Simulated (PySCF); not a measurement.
C5H15Si2Te, doublet, geometry from GFN2-xTB (core potentials on Te). Base run: DF-B3LYP/def2-SV(P) (PySCF).

Here is a job for PySCF.
```python
from pyscf import gto, scf, dft

mol = gto.Mole()
mol.atom = '''
    C     2.27156700    0.89793956   -2.02860975
    Si    1.91514811   -0.42374851   -0.68613995
    C     3.55327639   -0.63530853    0.27511750
    Te    0.18092802    0.36073992    0.98517248
    Si   -1.81279949   -0.27760009   -0.39360376
    C    -1.72882390    0.40671885   -2.16963847
    C    -2.00376988   -2.17070546   -0.49071792
    C    -3.32294624    0.46121478    0.49059152
    H     1.37082933    1.16701804   -2.57096433
    H     3.00376352    0.54951186   -2.75084905
    H     2.66417299    1.80126231   -1.56630532
    H     4.35043544   -0.99717192   -0.36689663
    H     3.86932989    0.31786525    0.69281728
    H     3.44022286   -1.33537411    1.09640064
    H    -0.92564339   -0.06505511   -2.72764309
    H    -1.55160775    1.47788123   -2.17161766
    H    -2.65490836    0.22578445   -2.70664160
    H    -2.10112531   -2.60273960    0.50039885
    H    -2.88245572   -2.45393471   -1.06233719
    H    -1.13806834   -2.62417882   -0.96413776
    H    -4.24602225    0.19604808   -0.01586940
    H    -3.39042759    0.09975123    1.51189755
    H    -3.26545342    1.54458120    0.52873333
'''
mol.basis = 'def2-sv(p)'
mol.ecp = {'Te': 'def2-sv(p)'}
mol.spin = 1
mol.verbose = 4
mol.build()

mf = dft.UKS(mol)
mf.xc = 'b3lyp'
mf = mf.density_fit(auxbasis='def2-universal-jkfit')
mf.kernel()
```

Each row names what was changed in the base input (with any setting that the change needs).

| change | ΔE vs base (µEh) | SCF cycles | <S^2> | outcome |
|---|---|---|---|---|
| base | 0.0 | 15 | 0.752 | converged |
| diis = off (with mf.max_cycle = 100) | - | - | - | cut at the time limit |
| solver = newton; init_guess = 1e | - | - | - | cut at the time limit |
| level_shift = 0.3 (with mf.max_cycle = 100) | 0.0 | 33 | 0.752 | converged |
| diis_space = 2 | 0.0 | 41 | 0.752 | converged |
| conv_tol = 1e-11 | 0.0 | 17 | 0.752 | converged |

Open shells are given as the SCF converged; they aren't shown to be the lowest states, and a large step between rows can be another state.
